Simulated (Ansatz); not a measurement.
System: ZrF3, charge 0, multiplicity 2. SMILES of the parent species: [F][Zr]([F])[F]

Atoms: Zr1, F2, F3, F4. Bonds: Zr1-F2, Zr1-F3, Zr1-F4.

Bond lengths (Å) and angles (degrees) optimised at HF/STO-3G with Ansatz (an electronic-structure program); HF/3-21G with Ansatz; PBE/6-31G* with LANL2DZ past Ar with Ansatz; B3LYP/LANL2DZ with Ansatz; B3LYP/6-31G* with LANL2DZ past Ar with Ansatz; MP2/6-31G* with LANL2DZ past Ar with Ansatz, each started from the B3LYP-D3(BJ)/def2-TZVP structure (Ansatz) of the last column. A row stands for all coordinates that are equal there. 6-31G* holds six Cartesian d functions. No wavenumbers were computed at HF/STO-3G, PBE/6-31G* with LANL2DZ past Ar, B3LYP/LANL2DZ, MP2/6-31G* with LANL2DZ past Ar, so these may be saddle points.

```csv
coordinate,HF/STO-3G,HF/3-21G,PBE/6-31G* with LANL2DZ past Ar,B3LYP/LANL2DZ,B3LYP/6-31G* with LANL2DZ past Ar,MP2/6-31G* with LANL2DZ past Ar,B3LYP-D3(BJ)/def2-TZVP
Zr1-F2,1.866,1.900,1.907,1.941,1.906,1.921,1.915
F2-Zr1-F3,120.0,120.0,120.0,120.0,120.0,120.0,120.0
```

Mean signed difference of all 3 bond lengths from B3LYP-D3(BJ)/def2-TZVP: HF/STO-3G -0.048 Å, HF/3-21G -0.015 Å, PBE/6-31G* with LANL2DZ past Ar -0.008 Å, B3LYP/LANL2DZ 0.026 Å, B3LYP/6-31G* with LANL2DZ past Ar -0.008 Å, MP2/6-31G* with LANL2DZ past Ar 0.006 Å.
